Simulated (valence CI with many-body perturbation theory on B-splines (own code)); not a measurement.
## S IX: electric-dipole lines

Calculated by configuration interaction combined with many-body perturbation theory (CI+MBPT): six valence electrons over a frozen Dirac-Fock core [He], radial functions for each j: 9 s, 9 p, 8 d, 6 f, 3 g, 1 h, with the one-electron correlation potential Σ1, the two-electron term Σ2, the three-electron term Σ3, Breit, model QED; selected CI, second order for the rest, scaled by the run's own slope (own B-spline code, finite nucleus).

No measured levels were compared; by estimate levels of excited configurations hold to 0.05 to 0.15 % of their energy, terms of the ground configuration to about 0.5 %. Among the levels kept, up to 1200 cm⁻¹ of a level comes from second order outside the variational space, and about a tenth of that is noise between levels of different J, which matters for small intervals.

Lines 51 to 100 of 195 in falling wavelength, among levels below 2021300 cm⁻¹, chosen from the strongest by gf and those to the six lowest levels. Wavelengths and rates use the calculated energies, so an error of 900 cm⁻¹ moves a line at 88.18 nm by 0.79 % and its rate by three times that or more. Electric multipoles are in the length gauge, E1 and E2 with the static RPA response of the core. Weak lines are less certain than strong ones. Lines between different terms over intervals too small for the method are left out, as are lines whose strength nearly cancels. The highest levels of a list are the least certain.

Names give the largest LS component (configuration and term), which can be under half, so a name can repeat, a term be missing and a line seem to break the LS rules; names also repeat where a configuration has a term twice. Letters in brackets count levels of one name in rising energy.

| λ vac (nm) | Upper | Lower | A (s⁻¹) | S (a.u.) with core polarisation | S without |
| --- | --- | --- | --- | --- | --- |
| 88.18 | 2s2.2p3.3p 3F_3 | 2s2.2p3.3s 3D°_2 | 1.16e+09 | 2.75e+00 | 2.75e+00 |
| 87.81 | 2s2.2p3.3p 3F_4 | 2s2.2p3.3s 3D°_3 | 1.22e+09 | 3.67e+00 | 3.67e+00 |
| 86.64 | 2s2.2p3.3p 1D_2 | 2s2.2p3.3s 3P°_2 | 1.32e+07 | 2.12e-02 | 2.12e-02 |
| 86.48 | 2s2.2p3.3p 3P_2 [c] | 2s2.2p3.3s 1P°_1 | 1.16e+08 | 1.86e-01 | 1.86e-01 |
| 86.07 | 2s2.2p3.3p 3P_1 [c] | 2s2.2p3.3s 1P°_1 | 5.26e+07 | 4.97e-02 | 4.97e-02 |
| 85.58 | 2s2.2p3.3p 1D_2 | 2s2.2p3.3s 3P°_1 | 4.04e+08 | 6.25e-01 | 6.26e-01 |
| 84.61 | 2s2.2p3.3p 1F_3 | 2s2.2p3.3s 3D°_2 | 2.87e+07 | 6.00e-02 | 6.01e-02 |
| 82.03 | 2s2.2p3.3p 1P_1 [b] | 2s2.2p3.3s 3P°_0 | 1.18e+08 | 9.67e-02 | 9.67e-02 |
| 77.79 | 2s2.2p3.3p 3P_2 [c] | 2s2.2p3.3s 3P°_2 | 1.34e+09 | 1.56e+00 | 1.56e+00 |
| 77.46 | 2s2.2p3.3p 3P_1 [c] | 2s2.2p3.3s 3P°_2 | 7.39e+08 | 5.09e-01 | 5.09e-01 |
| 76.93 | 2s2.2p3.3p 3P_2 [c] | 2s2.2p3.3s 3P°_1 | 2.74e+08 | 3.07e-01 | 3.08e-01 |
| 76.61 | 2s2.2p3.3p 3P_1 [c] | 2s2.2p3.3s 3P°_1 | 5.04e+08 | 3.36e-01 | 3.36e-01 |
| 76.40 | 2s2.2p3.3p 3P_0 [c] | 2s2.2p3.3s 3P°_1 | 1.83e+09 | 4.02e-01 | 4.02e-01 |
| 76.29 | 2s2.2p3.3p 3P_1 [c] | 2s2.2p3.3s 3P°_0 | 4.88e+08 | 3.21e-01 | 3.21e-01 |
| 72.72 | 2s2.2p3.3p 3P_2 [a] | 2s2.2p3.3s 5S°_2 | 1.20e+07 | 1.14e-02 | 1.14e-02 |
| 71.39 | 2s2.2p3.3d 5D°_2 | 2s2.2p3.3p 5P_3 | 1.49e+08 | 1.34e-01 | 1.34e-01 |
| 71.39 | 2s2.2p3.3d 5D°_3 | 2s2.2p3.3p 5P_3 | 7.43e+08 | 9.34e-01 | 9.34e-01 |
| 71.37 | 2s2.2p3.3d 5D°_4 | 2s2.2p3.3p 5P_3 | 2.23e+09 | 3.60e+00 | 3.60e+00 |
| 70.78 | 2s2.2p3.3d 5D°_2 | 2s2.2p3.3p 5P_2 | 1.33e+09 | 1.16e+00 | 1.16e+00 |
| 70.78 | 2s2.2p3.3d 5D°_1 | 2s2.2p3.3p 5P_2 | 5.69e+08 | 2.99e-01 | 2.98e-01 |
| 70.78 | 2s2.2p3.3d 5D°_3 | 2s2.2p3.3p 5P_2 | 1.52e+09 | 1.87e+00 | 1.87e+00 |
| 70.46 | 2s2.2p3.3d 5D°_2 | 2s2.2p3.3p 5P_1 | 8.11e+08 | 7.00e-01 | 7.00e-01 |
| 70.46 | 2s2.2p3.3d 5D°_1 | 2s2.2p3.3p 5P_1 | 1.73e+09 | 8.98e-01 | 8.98e-01 |
| 70.46 | 2s2.2p3.3d 5D°_0 | 2s2.2p3.3p 5P_1 | 2.31e+09 | 3.98e-01 | 3.98e-01 |
| 69.86 | 2s2.2p3.3p 3D_2 [b] | 2s2.2p3.3s 1D°_2 | 5.56e+08 | 4.68e-01 | 4.68e-01 |
| 69.80 | 2s2.2p3.3p 3P_1 [b] | 2s2.2p3.3s 3D°_2 | 1.13e+09 | 5.70e-01 | 5.70e-01 |
| 69.72 | 2s2.2p3.3p 3P_1 [b] | 2s2.2p3.3s 3D°_1 | 4.16e+08 | 2.09e-01 | 2.09e-01 |
| 69.71 | 2s2.2p3.3p 3D_1 [b] | 2s2.2p3.3s 1D°_2 | 3.68e+07 | 1.85e-02 | 1.85e-02 |
| 68.56 | 2s2.2p3.3p 3P_0 [b] | 2s2.2p3.3s 3D°_1 | 2.37e+09 | 3.77e-01 | 3.77e-01 |
| 68.29 | 2s2.2p3.3p 3P_2 [b] | 2s2.2p3.3s 3D°_3 | 1.94e+09 | 1.53e+00 | 1.53e+00 |
| 67.98 | 2s2.2p3.3p 3P_2 [b] | 2s2.2p3.3s 3D°_2 | 4.04e+08 | 3.13e-01 | 3.13e-01 |
| 67.91 | 2s2.2p3.3p 3P_2 [b] | 2s2.2p3.3s 3D°_1 | 2.07e+07 | 1.60e-02 | 1.60e-02 |
| 67.45 | 2s2.2p3.3p 1D_2 | 2s2.2p3.3s 1D°_2 | 1.26e+09 | 9.54e-01 | 9.54e-01 |
| 65.46 | 2s2.2p3.3p 1P_1 [b] | 2s2.2p3.3s 1D°_2 | 3.48e+08 | 1.45e-01 | 1.45e-01 |
| 65.44 | 2s2.2p3.3p 3S_1 | 2s2.2p3.3s 3D°_2 | 6.23e+08 | 2.59e-01 | 2.59e-01 |
| 65.37 | 2s2.2p3.3p 3S_1 | 2s2.2p3.3s 3D°_1 | 2.34e+08 | 9.69e-02 | 9.69e-02 |
| 64.00 | 2s2.2p3.3p 3D_2 [b] | 2s2.2p3.3s 3D°_3 | 5.61e+07 | 3.63e-02 | 3.63e-02 |
| 63.73 | 2s2.2p3.3p 3D_2 [b] | 2s2.2p3.3s 3D°_2 | 3.23e+07 | 2.06e-02 | 2.07e-02 |
| 63.60 | 2s2.2p3.3p 3D_1 [b] | 2s2.2p3.3s 3D°_2 | 4.19e+07 | 1.60e-02 | 1.60e-02 |
| 63.54 | 2s2.2p3.3p 3D_1 [b] | 2s2.2p3.3s 3D°_1 | 6.92e+07 | 2.63e-02 | 2.63e-02 |
| 63.09 | 2s2.2p3.3p 3D_3 [b] | 2s2.2p3.3s 3D°_3 | 1.24e+08 | 1.07e-01 | 1.07e-01 |
| 62.83 | 2s2.2p3.3p 3D_3 [b] | 2s2.2p3.3s 3D°_2 | 1.53e+07 | 1.31e-02 | 1.31e-02 |
| 61.72 | 2s2.2p3.3p 1D_2 | 2s2.2p3.3s 3D°_2 | 4.40e+07 | 2.55e-02 | 2.55e-02 |
| 61.66 | 2s2.2p3.3p 1D_2 | 2s2.2p3.3s 3D°_1 | 1.42e+07 | 8.19e-03 | 8.20e-03 |
| 56.86 | 2s2.2p3.3p 3P_1 [c] | 2s2.2p3.3s 3D°_1 | 1.89e+07 | 5.15e-03 | 5.14e-03 |
| 48.68 | 2s2.2p3.3p 3P_1 [b] | 2s2.2p3.3s 3S°_1 | 5.51e+08 | 9.41e-02 | 9.42e-02 |
| 48.11 | 2s2.2p3.3p 3P_0 [b] | 2s2.2p3.3s 3S°_1 | 8.64e+08 | 4.75e-02 | 4.75e-02 |
| 47.79 | 2s2.2p3.3p 3P_2 [b] | 2s2.2p3.3s 3S°_1 | 1.25e+09 | 3.36e-01 | 3.36e-01 |
| 46.52 | 2s2.2p3.3p 3S_1 | 2s2.2p3.3s 3S°_1 | 3.92e+08 | 5.85e-02 | 5.85e-02 |
| 44.61 | 2s2.2p3.3p 1D_2 | 2s2.2p3.3s 3S°_1 | 5.22e+07 | 1.14e-02 | 1.14e-02 |
